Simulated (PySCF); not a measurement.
BBrH2O. Atoms are numbered in the order given.

```xyz
5

B      0.5969     1.1011     0.0000
H      1.7644     1.2936     0.0000
Br    -0.0424    -0.7352     0.0000
O     -0.2589     2.1308     0.0000
H     -1.1923     1.8844     0.0000
```

Geometry optimised at B3LYP-D3(BJ)/def2-TZVP. Other conformers were not sampled.

Calculation: TDDFT-ωB97X/def2-SVPD (PySCF 2.14.0).

Vertical excitations. The molecule is in vacuum. State labels are in the subgroup Cs.

### Question
List the lowest excited states. (An estimate is asked for; the answer gives what the named calculation found.)

### Answer

| state | symmetry | energy (eV) | λ (nm) | f | main pairs |
|---|---|---|---|---|---|
| S1 | A" | 6.68 | 186 | 0.000 | HOMO→LUMO 97 % |
| S2 | A' | 7.41 | 167 | 0.083 | HOMO−1→LUMO 91 % |
| S3 | A" | 7.51 | 165 | 0.002 | HOMO−2→LUMO 97 % |
| S4 | A' | 8.15 | 152 | 0.092 | HOMO→LUMO+1 53 %, HOMO→LUMO+2 30 % |
| S5 | A' | 8.36 | 148 | 0.054 | HOMO→LUMO+2 37 %, HOMO→LUMO+1 29 %, HOMO→LUMO+5 10 %, HOMO→LUMO+7 7 % |
| S6 | A" | 8.37 | 148 | 0.077 | HOMO−1→LUMO+1 78 % |
| S7 | A" | 8.49 | 146 | 0.000 | HOMO−1→LUMO+2 58 %, HOMO−1→LUMO+7 16 % |
| S8 | A' | 9.26 | 134 | 0.003 | HOMO−2→LUMO+1 37 %, HOMO→LUMO+3 35 %, HOMO−2→LUMO+2 7 %, HOMO→LUMO+2 6 % |
| S9 | A' | 9.38 | 132 | 0.037 | HOMO−2→LUMO+1 44 %, HOMO→LUMO+3 35 % |
| S10 | A" | 9.59 | 129 | 0.031 | HOMO−1→LUMO+3 50 %, HOMO→LUMO+4 22 %, HOMO−1→LUMO+2 9 % |
| T1 | A" | 6.46 | 192 | 0 | HOMO→LUMO 87 % |
| T2 | A' | 6.62 | 187 | 0 | HOMO−1→LUMO 97 % |
| T3 | A" | 7.07 | 175 | 0 | HOMO−2→LUMO 86 % |
| T4 | A' | 7.73 | 160 | 0 | HOMO→LUMO+2 55 %, HOMO→LUMO+7 23 % |
Triplets are in the Tamm–Dancoff approximation, which puts them higher than full response would, so one can lie above its singlet here.
